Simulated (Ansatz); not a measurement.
Ansatz (a program for electronic structure) input:

Ansatz 0.2 input:
```yaml
crystal:
  periodic: [false, false, false]
  atoms:
    - {symbol: Si, position_ang: [0.60390238, 0.07820095, 0.04957954]}
    - {symbol: C, position_ang: [-1.16412804, -0.22698432, 0.08366867]}
    - {symbol: F, position_ang: [1.36945210, -1.13222038, -0.80472484]}
    - {symbol: H, position_ang: [1.46312928, 1.19438224, -0.53667726]}
    - {symbol: H, position_ang: [1.23584225, -0.06910690, 1.40107874]}
    - {symbol: H, position_ang: [-1.73015445, 0.47344390, 0.71529869]}
    - {symbol: H, position_ang: [-1.65374395, -0.26855999, -0.89993799]}
basis:
  gaussian:
    orbitals: def2-TZVP
hamiltonian:
  xc: b3lyp
  dispersion: d3bj
total_charge: -1
relax: {f_tol: 0.002, max_steps: 150}
```

**Question.** What final total energy does it print?

**Answer.** -430.00363 Eh (B3LYP-D3(BJ)/def2-TZVP). The basis has 123 functions. The run takes around 30 core-seconds (rough).

It need not be the lowest isomer of its formula. Whether it binds its extra electron was not tested at this geometry.
